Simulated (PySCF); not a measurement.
Worked example: refractive index and permittivity of the vapour

C4H4O2, SMILES Oc1ccco1.

Coordinates come from a PBE0-D3(BJ)/def2-SVP optimisation. Other conformers were not sampled.

CAM-B3LYP/def2-TZVP (PySCF) gives a mean static polarisability of 49.3 bohr³ and a dipole moment of 1.96 D. Take an ideal gas at 298.15 K and 1 bar, whether or not the substance is that volatile.

Problem. Work out n − 1 in the optical limit and the static ε − 1.

Solution. 
Polarisability volume α' = 49.3 × 0.148185 = 7.31 Å³. Number density N = p/kT = 2.43e-5 Å⁻³.
Dilute limit of Lorentz–Lorenz: n − 1 = 2π N α' = 0.0011.
Orientation term of Debye: μ²/(3kT) = 8.098 Å³ × μ²(D²) = 31.11 Å³.
ε − 1 = 4π N (α' + μ²/3kT) = 0.012. Orientation of the dipole supplies 81 % of the static response; it can't follow optical fields. Vibrational polarisation and dispersion are left out.
